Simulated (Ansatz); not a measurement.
`O=C=[N][AlH2]` + `CNC` → `C[N](C)[AlH2]` + `N=C=O` at 700 K and 1 bar (ligand exchange at the Al–N bond).

Isolated molecules relaxed with PBE0-D4/def2-TZVP in Ansatz; ΔE leaves out vibrations. CCSD(T)/CBS adds triple-zeta CCSD(T) − MP2 to the extrapolated MP2 energy (def2 sets, frozen cores). This one scheme is used for every species. Each species was taken in one conformer, which may not be the lowest.

```
        species  CCSD(T)/CBS energy (Eh)  H − E (kJ/mol)  S (J/(mol·K))
`O=C=[N][AlH2]`               -411.17628           123.6          375.3
          `CNC`               -135.00321           296.9          352.4
`C[N](C)[AlH2]`               -377.63984           327.6          429.0
        `N=C=O`               -168.51995            89.3          283.6
```

H − E and S are ideal-gas, rigid-rotor, harmonic terms from PBE0-D4/def2-TZVP, for one conformer and one mirror image of each species. 1 Eh = 2625.50 kJ/mol, R = 8.31446 J/(mol·K).

Task: By hand: ΔE, ΔH, ΔS and ΔG.

Result: ΔE = (-377.63984) + (-168.51995) − (-411.17628) − (-135.00321) = 0.01970 Eh = 51.7 kJ/mol. Δ(H − E) = 327.6 + 89.3 − 123.6 − 296.9 = -3.6, so ΔH = 48.1 kJ/mol. ΔS = 429.0 + 283.6 − 375.3 − 352.4 = -15.1 J/(mol·K). ΔG = 48.1 − 700 × (-15.1)/1000 = 58.7 kJ/mol.

Task: By hand: the equilibrium constant, and the temperature at which ΔG would vanish if ΔH and ΔS stayed fixed.

Result: log₁₀ K = −ΔG/(RT ln 10) = -4.4. ΔH and −TΔS have one sign here, so there is no such temperature.

ΔH outweighs TΔS. A doubt of 5 kJ/mol in ΔE shifts log₁₀ K by 0.4 here. Other conformers and mirror images would add mixing entropy, several J/(mol·K) or more a flexible species. Modes under 60 cm⁻¹, often nearly free rotors, make the harmonic entropy too high. These are equilibria of isolated gas molecules and say nothing of rates. Largest T1 diagnostic: 0.018 (customary marks: 0.02 for closed shells, 0.045 for open ones).
